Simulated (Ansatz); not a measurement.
Ansatz (a first-principles code) input (B3LYP/6-31G* with LANL2DZ past Ar): The .json file joins the Basis Set Exchange's 6-31G* for atoms up to Ar and LANL2DZ past it.

Ansatz 0.2 input:
```yaml
crystal:
  periodic: [false, false, false]
  atoms:
    - {symbol: C, position_ang: [3.55245304, -0.10833208, 0.06421058]}
    - {symbol: C, position_ang: [2.47027864, -0.88896365, 0.03499013]}
    - {symbol: C, position_ang: [1.34517635, -0.73759043, -0.94316547]}
    - {symbol: Ge, position_ang: [-0.28781288, -0.01130789, -0.11111014]}
    - {symbol: Cl, position_ang: [-0.90386880, -1.22810093, 1.59524125]}
    - {symbol: Cl, position_ang: [-1.93402867, 0.00649377, -1.54808965]}
    - {symbol: Cl, position_ang: [0.01247911, 2.03126165, 0.59057843]}
    - {symbol: H, position_ang: [3.69458172, 0.70577177, -0.64291680]}
    - {symbol: H, position_ang: [4.33894492, -0.26088183, 0.79723736]}
    - {symbol: H, position_ang: [2.36452997, -1.69044572, 0.76449955]}
    - {symbol: H, position_ang: [1.59582984, -0.05159837, -1.75955011]}
    - {symbol: H, position_ang: [1.04078946, -1.69580302, -1.38136764]}
basis:
  gaussian:
    orbitals: 6-31Gs+LANL2DZ.json
hamiltonian:
  xc: {name: B3LYP}
phonons: {temperatures: {t_min: 298.15, t_max: 298.15, t_step: 100}}
```

Output:

```
Functional definition: B3LYP
integrals: 0.08 GiB planned
1354 factors; integrals over basis functions are off by at most 3.4e-4 eV
mean field: 0.73 GiB planned
mean field evaluation 1: about -40858.8363 eV, gradient 5.0e1 eV
mean field evaluation 2: about -40854.9626 eV, gradient 6.1e1 eV
mean field evaluation 4: about -40865.5546 eV, gradient 2.3e0 eV
mean field evaluation 8: about -40865.6065 eV, gradient 1.7e-1 eV
mean field evaluation 16: about -40865.6066 eV, gradient 3.3e-5 eV
mean field -40865.60655027 eV, -1501.7833410195 hartree, gradient 3.7e-6 eV, S^2 0.000000; 0 other end points of the search recorded, 0 dependent functions left out
the calculation of the forces begins
reference -40865.60682760 eV, -1501.7833512112 hartree; 39, 39 occupied and 81, 81 virtual orbitals, 1354 factors
these checks for a lower state are left out or cut short: stability, starts, cluster_reference, orbital_swaps, neighbouring_geometries, increment
integrals: 0.08 GiB planned
1354 factors; integrals over basis functions are off by at most 3.4e-4 eV
mean field: 0.73 GiB planned
mean field -40865.60634266 eV, -1501.7833333899 hartree, gradient 9.1e-7 eV, S^2 0.000000; 0 other end points of the search recorded, 0 dependent functions left out
the calculation of the forces begins
reference -40865.60662002 eV, -1501.7833435826 hartree; 39, 39 occupied and 81, 81 virtual orbitals, 1354 factors
these checks for a lower state are left out or cut short: stability, starts, cluster_reference, orbital_swaps, neighbouring_geometries, increment
integrals: 0.08 GiB planned
1354 factors; integrals over basis functions are off by at most 3.4e-4 eV
mean field: 0.73 GiB planned
mean field -40865.60634587 eV, -1501.7833335077 hartree, gradient 8.9e-7 eV, S^2 0.000000; 0 other end points of the search recorded, 0 dependent functions left out
the calculation of the forces begins
reference -40865.60662317 eV, -1501.7833436984 hartree; 39, 39 occupied and 81, 81 virtual orbitals, 1354 factors
these checks for a lower state are left out or cut short: stability, starts, cluster_reference, orbital_swaps, neighbouring_geometries, increment
integrals: 0.08 GiB planned
1354 factors; integrals over basis functions are off by at most 3.4e-4 eV
mean field: 0.73 GiB planned
mean field evaluation 32: about -40865.6063 eV, gradient 1.3e-1 eV
mean field -40865.60639623 eV, -1501.7833353586 hartree, gradient 2.8e-6 eV, S^2 0.000000; 0 other end points of the search recorded, 0 dependent functions left out
the calculation of the forces begins
reference -40865.60667354 eV, -1501.7833455495 hartree; 39, 39 occupied and 81, 81 virtual orbitals, 1354 factors
these checks for a lower state are left out or cut short: stability, starts, cluster_reference, orbital_swaps, neighbouring_geometries, increment
integrals: 0.08 GiB planned
1354 factors; integrals over basis functions are off by at most 3.4e-4 eV
mean field: 0.73 GiB planned
mean field -40865.60639517 eV, -1501.7833353197 hartree, gradient 2.9e-6 eV, S^2 0.000000; 0 other end points of the search recorded, 0 dependent functions left out
the calculation of the forces begins
reference -40865.60667253 eV, -1501.7833455122 hartree; 39, 39 occupied and 81, 81 virtual orbitals, 1354 factors
these checks for a lower state are left out or cut short: stability, starts, cluster_reference, orbital_swaps, neighbouring_geometries, increment
integrals: 0.08 GiB planned
1354 factors; integrals over basis functions are off by at most 3.4e-4 eV
mean field: 0.73 GiB planned
mean field -40865.60641602 eV, -1501.7833360858 hartree, gradient 9.0e-7 eV, S^2 0.000000; 0 other end points of the search recorded, 0 dependent functions left out
the calculation of the forces begins
reference -40865.60669332 eV, -1501.7833462766 hartree; 39, 39 occupied and 81, 81 virtual orbitals, 1354 factors
these checks for a lower state are left out or cut short: stability, starts, cluster_reference, orbital_swaps, neighbouring_geometries, increment
integrals: 0.08 GiB planned
1354 factors; integrals over basis functions are off by at most 3.4e-4 eV
mean field: 0.73 GiB planned
mean field -40865.60641851 eV, -1501.7833361772 hartree, gradient 1.2e-6 eV, S^2 0.000000; 0 other end points of the search recorded, 0 dependent functions left out
the calculation of the forces begins
reference -40865.60669586 eV, -1501.7833463698 hartree; 39, 39 occupied and 81, 81 virtual orbitals, 1354 factors
these checks for a lower state are left out or cut short: stability, starts, cluster_reference, orbital_swaps, neighbouring_geometries, increment
integrals: 0.08 GiB planned
1354 factors; integrals over basis functions are off by at most 3.4e-4 eV
mean field: 0.73 GiB planned
mean field -40865.60635240 eV, -1501.7833337478 hartree, gradient 1.2e-6 eV, S^2 0.000000; 0 other end points of the search recorded, 0 dependent functions left out
[...]
1354 factors; integrals over basis functions are off by at most 3.4e-4 eV
mean field: 0.73 GiB planned
mean field evaluation 384: about -40865.6065 eV, gradient 1.4e-6 eV
mean field -40865.60653033 eV, -1501.7833402867 hartree, gradient 1.4e-6 eV, S^2 0.000000; 0 other end points of the search recorded, 0 dependent functions left out
the calculation of the forces begins
reference -40865.60680766 eV, -1501.7833504784 hartree; 39, 39 occupied and 81, 81 virtual orbitals, 1354 factors
these checks for a lower state are left out or cut short: stability, starts, cluster_reference, orbital_swaps, neighbouring_geometries, increment
integrals: 0.08 GiB planned
1354 factors; integrals over basis functions are off by at most 3.4e-4 eV
mean field: 0.73 GiB planned
mean field -40865.60652987 eV, -1501.7833402698 hartree, gradient 1.3e-6 eV, S^2 0.000000; 0 other end points of the search recorded, 0 dependent functions left out
the calculation of the forces begins
reference -40865.60680720 eV, -1501.7833504615 hartree; 39, 39 occupied and 81, 81 virtual orbitals, 1354 factors
these checks for a lower state are left out or cut short: stability, starts, cluster_reference, orbital_swaps, neighbouring_geometries, increment
integrals: 0.08 GiB planned
1354 factors; integrals over basis functions are off by at most 3.4e-4 eV
mean field: 0.73 GiB planned
mean field -40865.60650099 eV, -1501.7833392086 hartree, gradient 1.8e-6 eV, S^2 0.000000; 0 other end points of the search recorded, 0 dependent functions left out
the calculation of the forces begins
reference -40865.60677834 eV, -1501.7833494008 hartree; 39, 39 occupied and 81, 81 virtual orbitals, 1354 factors
these checks for a lower state are left out or cut short: stability, starts, cluster_reference, orbital_swaps, neighbouring_geometries, increment
integrals: 0.08 GiB planned
1354 factors; integrals over basis functions are off by at most 3.4e-4 eV
mean field: 0.73 GiB planned
mean field -40865.60650121 eV, -1501.7833392167 hartree, gradient 2.4e-6 eV, S^2 0.000000; 0 other end points of the search recorded, 0 dependent functions left out
the calculation of the forces begins
reference -40865.60677853 eV, -1501.7833494079 hartree; 39, 39 occupied and 81, 81 virtual orbitals, 1354 factors
these checks for a lower state are left out or cut short: stability, starts, cluster_reference, orbital_swaps, neighbouring_geometries, increment
integrals: 0.08 GiB planned
1354 factors; integrals over basis functions are off by at most 3.4e-4 eV
mean field: 0.73 GiB planned
mean field -40865.60648577 eV, -1501.7833386490 hartree, gradient 2.8e-6 eV, S^2 0.000000; 0 other end points of the search recorded, 0 dependent functions left out
the calculation of the forces begins
reference -40865.60676309 eV, -1501.7833488405 hartree; 39, 39 occupied and 81, 81 virtual orbitals, 1354 factors
these checks for a lower state are left out or cut short: stability, starts, cluster_reference, orbital_swaps, neighbouring_geometries, increment
integrals: 0.08 GiB planned
1354 factors; integrals over basis functions are off by at most 3.4e-4 eV
mean field: 0.73 GiB planned
mean field -40865.60648798 eV, -1501.7833387305 hartree, gradient 2.2e-6 eV, S^2 0.000000; 0 other end points of the search recorded, 0 dependent functions left out
the calculation of the forces begins
reference -40865.60676532 eV, -1501.7833489224 hartree; 39, 39 occupied and 81, 81 virtual orbitals, 1354 factors
these checks for a lower state are left out or cut short: stability, starts, cluster_reference, orbital_swaps, neighbouring_geometries, increment
integrals: 0.08 GiB planned
1354 factors; integrals over basis functions are off by at most 3.4e-4 eV
mean field: 0.73 GiB planned
mean field evaluation 416: about -40865.6065 eV, gradient 5.4e-2 eV
mean field -40865.60653123 eV, -1501.7833403196 hartree, gradient 1.3e-6 eV, S^2 0.000000; 0 other end points of the search recorded, 0 dependent functions left out
the calculation of the forces begins
reference -40865.60680856 eV, -1501.7833505113 hartree; 39, 39 occupied and 81, 81 virtual orbitals, 1354 factors
these checks for a lower state are left out or cut short: stability, starts, cluster_reference, orbital_swaps, neighbouring_geometries, increment
integrals: 0.08 GiB planned
1354 factors; integrals over basis functions are off by at most 3.4e-4 eV
mean field: 0.73 GiB planned
mean field -40865.60652728 eV, -1501.7833401746 hartree, gradient 1.3e-6 eV, S^2 0.000000; 0 other end points of the search recorded, 0 dependent functions left out
the calculation of the forces begins
reference -40865.60680461 eV, -1501.7833503663 hartree; 39, 39 occupied and 81, 81 virtual orbitals, 1354 factors
these checks for a lower state are left out or cut short: stability, starts, cluster_reference, orbital_swaps, neighbouring_geometries, increment
integrals: 0.08 GiB planned
1354 factors; integrals over basis functions are off by at most 3.3e-4 eV
mean field: 0.73 GiB planned
mean field -40865.60646694 eV, -1501.7833379570 hartree, gradient 1.3e-6 eV, S^2 0.000000; 0 other end points of the search recorded, 0 dependent functions left out
the calculation of the forces begins
reference -40865.60674426 eV, -1501.7833481486 hartree; 39, 39 occupied and 81, 81 virtual orbitals, 1354 factors
these checks for a lower state are left out or cut short: stability, starts, cluster_reference, orbital_swaps, neighbouring_geometries, increment
integrals: 0.08 GiB planned
1354 factors; integrals over basis functions are off by at most 3.4e-4 eV
mean field: 0.73 GiB planned
mean field -40865.60646888 eV, -1501.7833380283 hartree, gradient 2.8e-6 eV, S^2 0.000000; 0 other end points of the search recorded, 0 dependent functions left out
the calculation of the forces begins
reference -40865.60674621 eV, -1501.7833482201 hartree; 39, 39 occupied and 81, 81 virtual orbitals, 1354 factors
these checks for a lower state are left out or cut short: stability, starts, cluster_reference, orbital_swaps, neighbouring_geometries, increment
integrals: 0.08 GiB planned
1354 factors; integrals over basis functions are off by at most 3.4e-4 eV
mean field: 0.73 GiB planned
mean field -40865.60652461 eV, -1501.7833400763 hartree, gradient 1.4e-6 eV, S^2 0.000000; 0 other end points of the search recorded, 0 dependent functions left out
the calculation of the forces begins
reference -40865.60680195 eV, -1501.7833502685 hartree; 39, 39 occupied and 81, 81 virtual orbitals, 1354 factors
these checks for a lower state are left out or cut short: stability, starts, cluster_reference, orbital_swaps, neighbouring_geometries, increment
integrals: 0.08 GiB planned
1354 factors; integrals over basis functions are off by at most 3.4e-4 eV
mean field: 0.73 GiB planned
mean field evaluation 448: about -40865.6065 eV, gradient 2.4e-5 eV
mean field -40865.60652032 eV, -1501.7833399187 hartree, gradient 1.4e-6 eV, S^2 0.000000; 0 other end points of the search recorded, 0 dependent functions left out
the calculation of the forces begins
reference -40865.60679763 eV, -1501.7833501099 hartree; 39, 39 occupied and 81, 81 virtual orbitals, 1354 factors
Total energy: -40865.60682760 eV, -1501.7833512112 hartree
Atom 0 at     3.552453    -0.108332     0.064211 Å, force    -0.000754     0.000257    -0.000489 eV/Å
Atom 1 at     2.470279    -0.888964     0.034990 Å, force    -0.001760    -0.002202    -0.001412 eV/Å
Atom 2 at     1.345176    -0.737590    -0.943165 Å, force     0.000813     0.000838     0.000585 eV/Å
Atom 3 at    -0.287813    -0.011308    -0.111110 Å, force     0.000265     0.000273     0.000971 eV/Å
Atom 4 at    -0.903869    -1.228101     1.595241 Å, force    -0.000367    -0.000054    -0.000243 eV/Å
Atom 5 at    -1.934029     0.006494    -1.548090 Å, force     0.000115     0.000003    -0.000561 eV/Å
Atom 6 at     0.012479     2.031262     0.590578 Å, force     0.000206    -0.000157     0.000159 eV/Å
Atom 7 at     3.694582     0.705772    -0.642917 Å, force     0.000071     0.001432    -0.000244 eV/Å
Atom 8 at     4.338945    -0.260882     0.797237 Å, force     0.000869    -0.000177    -0.000097 eV/Å
Atom 9 at     2.364530    -1.690446     0.764500 Å, force    -0.000339     0.000121     0.000863 eV/Å
Atom 10 at     1.595830    -0.051598    -1.759550 Å, force     0.000104    -0.000069    -0.000382 eV/Å
Atom 11 at     1.040789    -1.695803    -1.381368 Å, force     0.000776    -0.000267     0.000850 eV/Å
Dipole moment:     0.642217    -0.237873    -0.250450 e Å
Vibrations: 40.87 60.90 105.96 130.30 141.09 158.87 170.04 262.32 360.80 399.71 407.38 409.59 532.66 711.42 822.32 946.20 954.62 1028.85 1077.43 1218.96 1227.17 1342.94 1458.06 1486.12 1720.64 3066.26 3124.20 3164.89 3175.41 3250.08 cm⁻¹, zero-point energy 2.043017 eV
```

The blocks after the first are displaced geometries, from whose forces the wavenumbers follow.
